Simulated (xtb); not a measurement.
Input file for xtb: GFN-FF on CH7FSi (a complex), monomers drawn apart or pushed together.

```
$ xtb mol.xyz --gfnff --sp --chrg 0 --uhf 0
10

Si     0.12859651    -0.11517574     0.19653468
H      0.47176160    -1.52352107     0.48203356
H     -1.24484987     0.18356929     0.65977926
H      0.19705063     0.11724844    -1.26637512
H      1.08659517     0.79310306     0.86536081
C     -0.68703110     0.88673118     6.35818617
F     -0.31044985    -0.34197794     5.82271478
H     -1.65817582     1.16324117     5.94724782
H     -0.74783107     0.78833678     7.44223191
H      0.06252268     1.63009978     6.08614863
```

It printed:

```
[...]
           -------------------------------------------------
          |                Calculation Setup                |
           -------------------------------------------------



molecular fragmentation (1/2 indicates fragments):
1111122222
# atoms in fragment 1/2:     5     5
 fragment masses (1/2) :       32.12       34.03
CMA distance (Bohr)    :  11.183
constraining FC (au)   :  0.0500

          ==================== Thresholds ====================
          CN  :   150.00000
          rep :   500.00000
          disp:  2500.00000
          HB1 :   250.00000
          HB2 :   450.00000

          Pauling EN used:
          Z : 1  EN :  2.20
          Z : 6  EN :  2.55
          Z : 9  EN :  3.98
          Z :14  EN :  1.90
          electric field strengths (au): 0.000

           -------------------------------------------------
          |           Force Field Initialization            |
           -------------------------------------------------

          distances ...
          ----------------------------------------
          generating topology and atomic info file ...
          pair mat ...
          computing topology distances matrix with Floyd-Warshall algo ...
          making topology EEQ charges ...
          #fragments for EEQ constrain: 2
          ----------------------------------------
          generating topology and atomic info file ...
          pair mat ...
          computing topology distances matrix with Floyd-Warshall algo ...
          making topology EEQ charges ...
          rings ...
          # BATM   0
          # H in HB   7

  atom   neighbors  erfCN metchar sp-hybrid imet pi  qest     coordinates
    1  Si      4    3.44   0.05         3    0    0   0.020    0.243012   -0.217651    0.371397
    2  H       1    0.96   0.01         0    0    0  -0.005    0.891500   -2.879038    0.910911
    3  H       1    0.95   0.01         0    0    0  -0.005   -2.352425    0.346896    1.246802
    4  H       1    0.95   0.01         0    0    0  -0.005    0.372372    0.221567   -2.393102
    5  H       1    0.95   0.01         0    0    0  -0.005    2.053367    1.498748    1.635295
    6  C       4    3.49   0.00         3    0    0   0.037   -1.298301    1.675679   12.015231
    7  F       1    0.98   0.00         0    0    0  -0.274   -0.586665   -0.646245   11.003336
    8  H       1    0.97   0.00         0    0    0   0.079   -3.133498    2.198207   11.238670
    9  H       1    0.97   0.00         0    0    0   0.079   -1.413196    1.489741   14.063780
   10  H       1    0.97   0.00         0    0    0   0.079    0.118151    3.080442   11.501154

          #atoms :   10
          #bonds :   8
          #angl  :   12
          #tors  :   0
          #nmol  :   2
          #optfrag :   2
           -------------------------------------------------
          |                   G F N - F F                   |
          |          A general generic force-field          |
          |                  Version 1.0.3                  |
           -------------------------------------------------
          Number of HB bonds (bound hydrogen)     18
          Number of HB bonds (unbound hydrogen)   24
          Number of XB bonds                      0

 E+G (total)                   0 d,  0 h,  0 min,  0.000 sec
 distance/D3 list               ...        0 min,  0.000 sec (  0.763%)
 non bonded repulsion           ...        0 min,  0.000 sec ( 15.255%)
 dCN                            ...        0 min,  0.000 sec (  2.776%)
 EEQ energy and q               ...        0 min,  0.000 sec ( 14.194%)
 D3                             ...        0 min,  0.000 sec ( 10.587%)
Note: The following floating-point exceptions are signalling: IEEE_UNDERFLOW_FLAG IEEE_DENORMAL
normal termination of xtb
 EEQ gradient                   ...        0 min,  0.000 sec (  5.446%)
 bonds                          ...        0 min,  0.000 sec (  6.498%)
 bend and torsion               ...        0 min,  0.000 sec (  4.428%)
 bonded ATM                     ...        0 min,  0.000 sec (  0.275%)
 HB/XB (incl list setup)        ...        0 min,  0.000 sec ( 30.718%)

         :::::::::::::::::::::::::::::::::::::::::::::::::::::
         ::                     SUMMARY                     ::
         :::::::::::::::::::::::::::::::::::::::::::::::::::::
         :: total energy              -1.031190640291 Eh    ::
         :: gradient norm              0.056366008366 Eh/a0 ::
         ::.................................................::
         :: bond energy               -1.059269500057 Eh    ::
         :: angle energy               0.019527342577 Eh    ::
         :: torsion energy             0.000000000000 Eh    ::
         :: repulsion energy           0.034065322355 Eh    ::
         :: electrostat energy        -0.023724916296 Eh    ::
         :: dispersion energy         -0.001788885721 Eh    ::
         :: HB energy                 -0.000000003149 Eh    ::
         :: XB energy                  0.000000000000 Eh    ::
         :: bonded atm energy          0.000000000000 Eh    ::
         :: external energy            0.000000000000 Eh    ::
         :: add. restraining           0.000000000000 Eh    ::
         :: total charge               0.000000000000 e     ::
         :::::::::::::::::::::::::::::::::::::::::::::::::::::

           -------------------------------------------------
          |                Property Printout                |
           -------------------------------------------------

molecular dipole:
                 x           y           z       tot (Debye)
 q only:       -0.239       0.778       0.348       2.251

           -------------------------------------------------
          | TOTAL ENERGY               -1.031190640291 Eh   |
          | GRADIENT NORM               0.056366008366 Eh/α |
           -------------------------------------------------
########################################################################
[WARNING] Runtime exception occurred
-1- gfnff_setup: Could not read topology file.
########################################################################

------------------------------------------------------------------------
------------------------------------------------------------------------
 total:
 SCF:
```

The run finished.

Cost: about 0.04 core-seconds (a rough figure).
